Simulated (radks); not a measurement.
The rubidium ion Rb13+, 24 electrons, occupied as [Ar] 3d6.

Calculated with a radial shooting solver on a logarithmic mesh with Libxc functionals: Dirac Kohn-Sham, BLYP, spin-unpolarised, spherical densities, point nucleus; open shells fill j = l - 1/2 first.

Energy parts (eV):
total: -79124.883
kinetic: 81457.008
electron-nucleus: -182535.851
Hartree: 24395.582
exchange-correlation: -2441.622

Orbitals (lengths in bohr, moments of r in powers of bohr; r(max) is where P^2 peaks; r(90%) holds 90 % of the orbital's charge):
| orbital | occ. | eigenvalue (eV) | r(90%) | r(max) | <r^2> | <1/r> | small-component weight |
|---|---|---|---|---|---|---|---|
| 1s1/2 | 2 | -15393.18 | 0.0721 | 0.02628 | 0.002187 | 37.88 | 1.81e-02 |
| 2s1/2 | 2 | -2367.864 | 0.274 | 0.1496 | 0.03706 | 8.518 | 3.62e-03 |
| 2p1/2 | 2 | -2182.398 | 0.248 | 0.1172 | 0.02832 | 8.485 | 3.62e-03 |
| 2p3/2 | 4 | -2121.411 | 0.254 | 0.1206 | 0.02972 | 8.174 | 3.52e-03 |
| 3s1/2 | 2 | -619.3660 | 0.716 | 0.4402 | 0.2708 | 2.976 | 1.00e-03 |
| 3p1/2 | 2 | -552.8651 | 0.722 | 0.4269 | 0.2678 | 2.887 | 9.58e-04 |
| 3p3/2 | 4 | -542.3690 | 0.734 | 0.4348 | 0.2771 | 2.814 | 9.36e-04 |
| 3d3/2 | 4 | -428.5663 | 0.726 | 0.3672 | 0.2512 | 2.649 | 8.42e-04 |
| 3d5/2 | 2 | -426.5925 | 0.730 | 0.3694 | 0.2539 | 2.631 | 8.35e-04 |

The highest occupied level is 3d5/2 at -426.59 eV. For comparison, the ionisation energy in NIST's Atomic Spectra Database is 443 eV (theoretical). In exact Kohn-Sham theory the highest level is minus the ionisation energy, but local and semilocal functionals leave it too shallow, through self-interaction and a potential that decays too fast; potentials with the right tail come closer. Summed over all electrons, <r^2> = 3.952 bohr^2, which gives a Langevin (diamagnetic) susceptibility term of -3.13 x 10^-6 cm^3/mol. The density falls to 0.001 e/bohr^3 at r = 1.47 bohr.

Beside tabulated values, note that spin-unpolarised runs miss the spin-polarisation part of the exchange energy of open shells.
